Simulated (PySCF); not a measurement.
**Electron correlation in Ni²⁺ (nickel, charge +2)**

[Ar] 3d7 4p1, one real determinant (an excited configuration). All numbers are calculated (PySCF 2.14, the non-relativistic Hamiltonian (point nucleus), in aug-cc-pVDZ (7s6p4d2f, 59 functions)). Frozen: [Ar]; 8 electrons correlated.

```tsv
level	correlation energy (mhartree)
CCSD	-152.16
(T)	-2.41
CCSD(T)	-154.57
```

Diagnostics: T1 = 0.0085, D1 = 0.0195, largest double amplitude 0.040.

The real determinant used has ⟨L²⟩ near 14 against 20 for a pure G term, so it mixes terms.

Cost of the coupled-cluster step: roughly 9 core-seconds, for 8 correlated electrons.

The reference is one real determinant that mixes LS terms of this configuration.
